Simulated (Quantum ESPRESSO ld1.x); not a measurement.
Nb V, configuration [Ar] 3d10 4s2 4p5 4d1 5s1 (not the ground configuration). Method: scalar-relativistic Kohn-Sham, relativistic LDA (MacDonald-Vosko exchange, VWN5 correlation), spin-unpolarised, spherical densities, point nucleus; computed with ld1.x of Quantum ESPRESSO 7.5.

Unscreened Slater integrals over Kohn-Sham orbitals (hartree).

\begin{tabular}{lr}
integral & value \\ \hline
F0(5s,5s) & 0.35500 \\
F0(5s,4d) & 0.41643 \\
G2(5s,4d) & 0.079479 \\
F0(5s,4p) & 0.43427 \\
G1(5s,4p) & 0.039800 \\
F0(5s,4s) & 0.44023 \\
G0(5s,4s) & 0.026754 \\
F0(4d,4d) & 0.58362 \\
F2(4d,4d) & 0.29951 \\
F4(4d,4d) & 0.19850 \\
F0(4d,4p) & 0.64429 \\
F2(4d,4p) & 0.32324 \\
G1(4d,4p) & 0.40470 \\
G3(4d,4p) & 0.24926 \\
F0(4d,4s) & 0.66484 \\
G2(4d,4s) & 0.29540 \\
F0(4p,4p) & 0.73157 \\
F2(4p,4p) & 0.38662 \\
F0(4p,4s) & 0.76327 \\
G1(4p,4s) & 0.51929 \\
F0(4s,4s) & 0.80030 \\
\end{tabular}

Derived for the open shells (J is the average intra-shell exchange parameter used in DFT+U). 4p: J = F2/5 = 0.07732 hartree. 4d: Racah B = F2/49 - 5 F4/441 = 0.003862 hartree, C = 35 F4/441 = 0.01575 hartree, C/B = 4.08, F4/F2 = 0.663, J = (F2 + F4)/14 = 0.03557 hartree.
